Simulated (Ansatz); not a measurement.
Frontier orbitals of C2H6AlNO3 (`CC#[N+][Al-]([OH])([OH])[OH]`).

```xyz
13

C    -1.7190    1.8203    1.5187
C    -0.8728    0.9243    0.7707
N    -0.2028    0.2148    0.1785
Al    0.9819   -1.0398   -0.8675
O     0.9142   -2.4224    0.1486
O     2.4418   -0.1357   -0.8640
O     0.1062   -1.1081   -2.3431
H    -2.6556    1.9744    0.9807
H    -1.9320    1.3905    2.4986
H    -1.2143    2.7791    1.6470
H     1.7003   -2.6993    0.6149
H     2.7693    0.2272   -1.6845
H    -0.3170   -1.9253   -2.5986
```

Total charge 0; spin multiplicity 1. All single points use the PBE0-D4/def2-TZVP geometry. It is one conformer, not always the lowest. Basis def2-TZVPP, Ansatz.

Orbital energies of one run (eV). Highest occupied ones, from the top: -7.91, -7.91, -8.05, -8.70, -8.70, -9.15, -11.37, -11.37, -12.66, -12.66, -12.71, -14.52, -14.52, -14.64. Empty: -0.45, -0.45, 0.80, 1.77, 2.98, 2.98.

**Question.** Which functional gave them?
A. BLYP
B. ωB97X-V
C. ωB97M-V
D. r2SCAN0

**Answer.** D. HOMO energies: r2SCAN0 -7.91, BLYP -5.86, ωB97X-V -10.19, ωB97M-V -10.14 eV.
